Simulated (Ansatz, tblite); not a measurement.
Forces on BiB₁₀⁻ at its PBE-D4/def2-SVPD geometry. The state is a singlet with charge -1.

In the def2 sets Bi takes a core potential; there is no spin–orbit coupling. The xTB rows come from tblite. The structure comes from a short search, and lower isomers may exist.

GFN1-xTB (tblite), largest force 1.94 eV/Å:

```xyz
11
positions Å, forces eV/Å
Bi    0.356    3.250   -2.087    0.121   -0.793    0.413
B     0.236    0.088   -0.550   -0.849   -1.027   -0.862
B     0.403   -2.082    1.412    0.356   -0.668    0.256
B     1.216    1.357   -1.093    1.340    0.872   -0.405
B    -0.361   -0.757    0.743    1.036    1.629   -0.189
B    -0.554    1.555   -0.920   -1.518    0.806   -0.017
B    -1.386    0.311   -0.133   -1.216    0.820   -0.190
B     1.347   -1.100    0.506    0.991   -0.390    0.338
B    -2.029   -0.824    0.824   -0.314   -0.064   -0.168
B    -1.152   -1.911    1.645   -0.032   -0.549    0.173
B     1.923    0.113   -0.348    0.084   -0.636    0.651
```

GFN2-xTB (tblite), largest force 1.23 eV/Å:

```
Bi 0.024 -0.769 0.461
B -0.533 0.014 0.127
B -0.538 0.683 -0.322
B 0.549 -0.201 0.294
B 0.459 0.641 -0.487
B -0.446 -0.467 0.213
B -0.037 0.068 -0.007
B 0.130 0.047 0.276
B 1.080 0.014 0.053
B 0.488 0.302 -0.723
B -1.175 -0.330 0.115
```

PBE-D4/def2-TZVPD (Ansatz), largest force 0.46 eV/Å:

```
Bi -0.005 -0.205 0.123
B -0.078 0.116 0.112
B -0.231 0.295 -0.161
B -0.042 -0.224 0.126
B -0.060 -0.060 -0.060
B 0.039 -0.143 0.034
B 0.165 -0.107 0.108
B -0.079 0.070 -0.003
B 0.394 0.006 -0.051
B 0.254 0.267 -0.268
B -0.358 -0.015 0.040
```
